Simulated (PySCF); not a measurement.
I3Si, SMILES I[Si](I)I (connectivity only; charge and spin as stated), charge +1, multiplicity 1. Atoms are numbered in the order given.

```xyz
4

I     -2.3670     0.0000     0.0000
Si     0.0000     0.0000     0.0000
I      1.1835    -2.0499     0.0000
I      1.1835     2.0499     0.0000
```
Charge +1, spin multiplicity 1.

Geometry optimised at B3LYP-D3(BJ)/def2-SVP. The spin state was assumed, not searched. The isomer is the one that the SMILES or the coordinates give; other isomers of the formula were not compared. The def2 effective core potentials stand for the cores of I; spin–orbit coupling is left out.

All values below come from B3LYP-D3(BJ)/def2-SVP run with PySCF.

Frequencies are harmonic and unscaled.

Modes within 1.5 cm⁻¹ of each other (mostly degenerate sets) share a row, with their intensities summed.

Computed harmonic wavenumbers and intensities:
| mode | ν (cm⁻¹) | IR (km/mol) | moving atoms (share of kinetic energy) |
|---|---|---|---|
| 1–2 | 79 | 1.3 | I 95 % |
| 3 | 155 | 1.6 | Si 93 % |
| 4 | 182 | 0.0 | I 100 % |
| 5–6 | 488 | 247.0 | Si 88 %, I 12 % |
